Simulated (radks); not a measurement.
Q: The mean radii <r> (bohr) of the occupied orbitals of an atom or ion are listed with their occupations. Method: scalar-relativistic Kohn-Sham, PBE, spin-polarised, spherical densities, finite nucleus; Fermi nuclear charge, rms radius of each element as measured or else 0.836 A^(1/3) + 0.57 fm; computed with a radial shooting solver on a logarithmic mesh with Libxc functionals.

| orbital | occ. | <r> |
|---|---|---|
| 1s | 2 | 0.06888 |

Name the element and its charge. Open shells, if any, are filled with parallel spins first.

A: Z = 22, titanium, charge +20: Ti20+ in [He]. The 1s radius gives Z: for a bare nucleus <r> = (2 gamma + 1)/(2Z) with gamma = sqrt(1 - (Z/c)^2), 0.06759 bohr for Z = 22, and screening makes it slightly larger (0.06888 here). The occupations add up to 2, and the charge is Z minus that.
